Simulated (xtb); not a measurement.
PbI3, SMILES [I][Pb-]([I])[I], charge -1. All values are semi-empirical tight-binding results from xtb (GFN2-xTB unless named), good for trends rather than for accurate numbers. Geometry optimised at GFN2-xTB. The isomer is the one that the SMILES or the coordinates give; other isomers of the formula were not compared.

Optimised geometry:

Bond lengths (Å): Pb1–I2 2.845, Pb1–I3 2.845, Pb1–I4 2.845. Angles (°): I2–Pb1–I3 102.7, I2–Pb1–I4 102.7, I3–Pb1–I4 102.7.
Charge -1, spin multiplicity 1.

For metal compounds this method's bond lengths and energies can be far off.

| Property | Value |
|---|---|
| point group as xtb finds it | C3v |
| orbital gap | 5.61 eV |
| zero-point energy | 0.8 kcal/mol |
| G − E(el) at 298.15 K (modified RRHO) | -23.0 kcal/mol |

Task: Give the atomic charges and the Wiberg bond orders between heavy atoms. (The exact figures need the calculation; the answer reports its results.)

Result: charges (e) Pb1 0.41, I2 -0.47, I3 -0.47, I4 -0.47. Bond orders Pb1–I2 0.73, Pb1–I3 0.73, Pb1–I4 0.73.
